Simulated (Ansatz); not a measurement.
Ligand exchange: how K changes with temperature for SiH2(CH3)Br + BH2(NH2) ⇌ SiH2(CH3)(NH2) + BH2Br

Species: SiH2(CH3)Br, singlet; BH2(NH2), singlet; SiH2(CH3)(NH2), singlet; BH2Br `BBr`, singlet. The partners trade Br for NH2: Si–Br and B–NH2 bonds give way to Si–NH2 and B–Br.

The electronic reaction energy at CCSD(T)/def2-TZVPP is +108.8 kJ/mol. Shapes: PBE0-D4/def2-TZVP. Flexible molecules stand in one conformer, not always the lowest. Programs: Ansatz 0.2.0. Enthalpy and entropy come from rigid-rotor, harmonic-oscillator sums on unscaled PBE0-D4/def2-TZVP wavenumbers, ideal gases at 1 bar. Symmetry numbers: SiH2(CH3)Br 1, BH2(NH2) 2, SiH2(CH3)(NH2) 1, BH2Br 2. R = 8.3145 J/(mol K).

| T (K) | ΔH (kJ/mol) | ΔS (J/(mol K)) |
| --- | --- | --- |
| 400 | +103.0 | +14.6 |
| 600 | ? | ? |
| 800 | +105.1 | +18.5 |

Problem. Work out ln K at 400 and 800 K, and from these estimate it at 600 K.

Solution. 
1. 400 K: ΔG = +103.0 − 400 × (+14.6)/1000 = +97.2 kJ/mol; ln K = −ΔG/RT = -29.23.
2. 800 K: ΔG = +105.1 − 800 × (+18.5)/1000 = +90.3 kJ/mol; ln K = −ΔG/RT = -13.58.
3. Slope against 1000/T: (-13.58 − (-29.23))/(1.2500 − 2.5000) = -12.52, that is −ΔH/R with ΔH near +104 kJ/mol.
4. 600 K: ln K = -29.23 + (-12.52) × (1.6667 − 2.5000) = -18.80.

The full sums give ΔH = +104.2 kJ/mol, ΔS = +17.2 J/(mol K), ΔG = +93.9 kJ/mol and ln K = -18.82 at 600 K, so the line is off by +0.02 in ln K; without rounding the miss is +0.04, from the change of ΔH with temperature. The reactants are favoured over this whole range. An error of 10 kJ/mol in the energy moves ln K by 2.0 at 600 K. Soft modes are treated as harmonic, which can err either way at these temperatures; the lowest are those of SiH2(CH3)Br (166 cm⁻¹), SiH2(CH3)(NH2) (145 cm⁻¹). Other conformers aren't counted. Relativity is left out for Br. Outer-core shells of Br are correlated, in sets that cover them unevenly.
